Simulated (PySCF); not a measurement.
C₄H₈FS₂ (doublet state).
Structure used (GFN2-xTB), in Å, numbered top down from 1:
```
atom  x, y, z in Å
C1     2.264    0.321    0.689
S2     1.575    0.524   -0.973
C3     0.241   -0.816   -0.919
C4    -0.891   -0.444   -0.090
S5    -0.923   -0.975    1.568
C6    -1.763    0.694   -0.490
F7    -3.071    0.491   -0.092
H8     2.664   -0.683    0.796
H9     1.495    0.508    1.433
H10    3.059    1.052    0.787
H11    0.740   -1.717   -0.569
H12   -0.029   -0.911   -1.970
H13   -2.135   -0.490    1.837
H14   -1.461    1.648   -0.029
H15   -1.769    0.805   -1.579
```

The hyperfine couplings belong to this conformer and change with its torsions.

As a line formula: `CSC[C](S)CF` [radical].

Method: PySCF, UKS B3LYP, pcH-1 on C F H S, non-relativistic, mean-field spin-orbit, GIAO. The structure is a single GFN2-xTB conformer in the gas phase; no vibrational or solvent corrections. The geometry wasn't refined by DFT: couplings that depend on bond lengths, twists or pyramidal angles can differ widely from those at the functional's own minimum. No stability test was run, so a lower SCF solution isn't excluded.

**Question.** The isotropic 33S couplings are +19.7, +3.7 MHz. Assign them to S2; S5.

**Answer.** 
```json
{"site": "S2", "a_iso (MHz)": "+19.7", "ρ(0) (bohr⁻³)": "+0.0571", "position": "2 bonds from C4", "distance from C4 (Å)": "2.79", "spin population": "+0.12", "largest |T| (MHz)": "29.5"}
{"site": "S5", "a_iso (MHz)": "+3.7", "ρ(0) (bohr⁻³)": "+0.0117", "position": "1 bond from C4", "distance from C4 (Å)": "1.74", "spin population": "+0.15", "largest |T| (MHz)": "37.0"}
```

ρ(0) is the spin density at the nucleus and T the dipolar tensor; a_iso includes a spin–orbit part; entries for several nuclei are means. The largest Mulliken spin populations are on C4 (+0.75), S5 (+0.15), S2 (+0.12) and C3 (-0.07). The angles at C4 add up to 357.2°, so it is nearly planar.

Examples of negative spin density at the nucleus (bohr⁻³): C3 (-0.0261), C6 (-0.0250) and C1 (-0.0021).

Means are taken over nuclei equivalent by connectivity, which assumes that they swap fast. The three 1H nuclei of mean +4.2 MHz run from -0.5 to 8.0 MHz in the frozen geometry. The 1H value of +43.5 MHz is a mean of couplings from 11.4 to 75.7 MHz in this one geometry, not an average over conformers. The 1H value of +27.7 MHz is a mean of couplings from 8.3 to 47.0 MHz in this one geometry, not an average over conformers.
